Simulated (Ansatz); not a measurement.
`[CH3][Al]([SH])[Br]` + `[OH][SnH2][OH]` → `[CH3][Al]([OH])[SH]` + `[OH][SnH2][Br]`  (redistribution)

Computed with Ansatz on PBE0-D4/def2-TZVP structures; ΔE is electronic, products minus reactants. CCSD(T)/CBS adds triple-zeta CCSD(T) − MP2 to the extrapolated MP2 energy (def2 sets, frozen cores). Functionals use def2-TZVPP. Elements past krypton have def2 core potentials. For Br, Sn outer-core shells are correlated without core-valence functions, which leaves a few kJ/mol of doubt a bond. Scalar relativity is left out up to krypton. One conformer a species, not always the lowest.

`[CH3][Al]([SH])[Br]`:

```xyz
8

C    -1.011    0.233   -0.567
Al    0.429   -0.589    0.433
S     2.310    0.384    0.936
Br    0.246   -2.710    1.182
H    -1.224   -0.348   -1.469
H    -1.927    0.245    0.030
H    -0.781    1.258   -0.865
H     1.959    1.527    0.321
```

`[OH][SnH2][OH]`:

Cartesian coordinates in Å:
```
O -1.505 0.451 0.608
Sn -0.022 -0.044 -0.578
O 1.549 -0.364 0.553
H -1.730 -0.235 1.241
H -0.288 -1.548 -1.323
H 0.179 1.331 -1.557
H 1.818 0.408 1.057
```

`[CH3][Al]([OH])[SH]`:

Cartesian coordinates in Å:
```
C 0.041 1.389 0.021
Al -0.228 -0.526 -0.081
O -1.722 -1.136 -0.597
S 1.326 -1.979 0.446
H 0.282 1.702 1.041
H 0.871 1.708 -0.616
H -0.855 1.927 -0.296
H -1.930 -2.066 -0.672
H 2.215 -1.020 0.755
```

`[OH][SnH2][Br]`:

Z-matrix (Å, degrees):
```
Sn
Br 1 2.480
O 1 1.953 2 107.1
H 1 1.694 2 109.5 3 113.3
H 1 1.702 2 106.5 3 -118.3
H 3 0.960 1 113.5 2 -51.4
```

| level | ΔE (kcal/mol) |
| --- | --- |
| r2SCAN0 | -13.7 |
| HF/def2-QZVPP | -14.7 |

Task: What does CCSD(T)/CBS give? (An estimate is asked.)

Result: Computed: -12.5 kcal/mol. The listed levels differ from it by -1.2, -2.2 kcal/mol.

Largest T1 diagnostic among the species: 0.014.

In def2-TZVPP, CCSD(T) changes the Hartree–Fock value by +2.5 kcal/mol (the triples alone add +0.5 kcal/mol) and MP2 by +2.5 kcal/mol. Leaving LDA and LC-ωPBE aside and taking each functional with its dispersion term where it has one, the values, not all of them listed here, spread over 2.6 kcal/mol, from BHLYP-D4 to revPBE-D4. LDA lies −0.8 kcal/mol from PBE without D4. From BLYP to BHLYP (50 % exact exchange), in def2-TZVPP and without D4, ΔE moves by −1.0 kcal/mol.
